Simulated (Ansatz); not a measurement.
A run on `O=C1NB1O` with other settings.

```yaml
crystal:
  periodic: [false, false, false]
  atoms:
    - {symbol: O, position_ang: [-0.130195, -2.282002, 0.732358]}
    - {symbol: C, position_ang: [-0.101575, -1.164093, 0.322228]}
    - {symbol: N, position_ang: [0.581164, 0.023274, 0.650551]}
    - {symbol: B, position_ang: [-0.304200, 0.142510, -0.433488]}
    - {symbol: O, position_ang: [-0.798398, 0.985328, -1.346520]}
    - {symbol: H, position_ang: [1.265533, 0.346011, 1.324164]}
    - {symbol: H, position_ang: [-0.451028, 1.880873, -1.294992]}
basis:
  gaussian: {orbitals: def2-TZVPP}
total_charge: 1
magnetization: {spin_polarized: true, initial_magnetization: 1}
hamiltonian: {xc: {name: wPBEh}}
```

```sh
$ ansatz run in.yaml --threads 2 --pin off --events-out ev --progress --plain --max-ram 4352MiB
```

Output, abridged:

```
Functional definition: wPBEh
924 factors; their error is unknown
82 factors; integrals over basis functions are off by at most 4.0e-7 eV
mean field evaluation 1: about -7304.3513 eV, gradient 6.2e1 eV
mean field evaluation 2: about -7291.4685 eV, gradient 8.4e1 eV
mean field evaluation 4: about -7316.4250 eV, gradient 6.6e0 eV
mean field evaluation 8: about -7316.5907 eV, gradient 2.2e-1 eV
mean field evaluation 16: about -7316.6094 eV, gradient 1.3e-3 eV
mean field -7316.60939784 eV, -268.8804359945 hartree, gradient 5.3e-5 eV, S^2 0.758430; 0 other end points of the search recorded, 0 dependent functions left out
reference -7316.60942915 eV, -268.8804371453 hartree; 18, 17 occupied and 165, 166 virtual orbitals, 924 factors
Total energy: -7316.60942915 eV, -268.8804371453 hartree
```

It took 4.9 s on 2 threads of an Arm Neoverse V2 on a shared host, with 0.42 GiB of host memory at the peak.
